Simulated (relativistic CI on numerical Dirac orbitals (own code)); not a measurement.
# Rh7+ (4d2) in a crystal field

Calculated by Dirac-Coulomb-Breit CI, orbitals from a KLI potential per configuration, model QED (radiative potential, 1s self-energy scaled to tabulated hydrogen-like ionisation energies), valence Slater integrals scaled by 0.8, one configuration in a parametric crystal field (own radial code).

Field parameters in Wybourne normalisation: D4h B²₀ = −7Ds, B⁴₀ = 21(Dq − Dt), B⁴₄ = 21√(5/14) Dq. The field is a parameter set, without covalency.

S is read from ⟨S²⟩ = S(S + 1).

Levels (cm⁻¹, degeneracy): 0 (1), 347 (1), 900 (1), 948 (2), 3241 (1), 4284 (2), 5290 (1), 13389 (2), 14623 (1), 14757 (1), 15832 (1), 17200 (2).

Task: Which field gives this pattern?
A. D4h, 10Dq = 31800, Ds = 1160, Dt = 1180 cm⁻¹
B. D4h, 10Dq = 42000, Ds = 2320, Dt = -660 cm⁻¹
C. D4h, 10Dq = 16400, Ds = -440, Dt = 120 cm⁻¹
D. D4h, 10Dq = 37300, Ds = 1680, Dt = -240 cm⁻¹

Result: C. D4h, 10Dq = 16400, Ds = -440, Dt = 120 cm⁻¹, ground level with S = 0.99.
